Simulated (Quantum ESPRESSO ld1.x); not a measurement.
The numbers below are computed, except where a source is named.
Excited configurations of Kr XIV: one electron is placed in a higher orbital outside [Ar] 3d4. The ground configuration is [Ar] 3d5. Code: ld1.x of Quantum ESPRESSO 7.5. Model: scalar-relativistic Kohn-Sham, LDA (Slater exchange, VWN5 correlation), spin-unpolarised, spherical densities, point nucleus. Excitation = E - E(ground); binding = E(ion) - E, where the ion is the core of charge +14; n* = 14/sqrt(2 binding) in atomic units. These energies are relativistic, and a one-electron ion of charge +14 with no core already has n* below n in this formula (scalar-relativistic equation, point nucleus: 5s 4.996, 5p 4.997, 6s 5.995, 6p 5.997, 6d 5.999, 7d 6.998). The quantum defect is therefore taken as that value minus n*, so that it holds no relativistic shift of the bare ion.

[
 {"outer orbital": "5s", "excitation (eV)": "286.85", "binding (eV)": "155.78", "n*": "4.137", "quantum defect": "0.858", "eigenvalue (eV)": "-150.66", "<r> (bohr)": "1.850"},
 {"outer orbital": "5p", "excitation (eV)": "297.64", "binding (eV)": "145.00", "n*": "4.289", "quantum defect": "0.709", "eigenvalue (eV)": "-140.07", "<r> (bohr)": "1.921"},
 {"outer orbital": "6s", "excitation (eV)": "341.62", "binding (eV)": "101.01", "n*": "5.138", "quantum defect": "0.857", "eigenvalue (eV)": "-97.830", "<r> (bohr)": "2.844"},
 {"outer orbital": "6p", "excitation (eV)": "347.36", "binding (eV)": "95.269", "n*": "5.291", "quantum defect": "0.706", "eigenvalue (eV)": "-92.205", "<r> (bohr)": "2.949"},
 {"outer orbital": "6d", "excitation (eV)": "356.21", "binding (eV)": "86.422", "n*": "5.555", "quantum defect": "0.444", "eigenvalue (eV)": "-83.510", "<r> (bohr)": "3.112"},
 {"outer orbital": "7d", "excitation (eV)": "380.48", "binding (eV)": "62.155", "n*": "6.550", "quantum defect": "0.448", "eigenvalue (eV)": "-60.166", "<r> (bohr)": "4.407"}
]

The Delta-SCF ionisation energy is 442.63 eV (NIST Atomic Spectra Database: 446 eV, theoretical). Self-interaction in the functional shifts the binding energies and quantum defects, so they are the method's values and not measured ones. Spin polarisation and multiplet splitting are left out, so open shells lie too high by an amount that depends on their filling.

Beside tabulated values, note that spin-unpolarised runs miss the spin-polarisation part of the exchange energy of open shells.
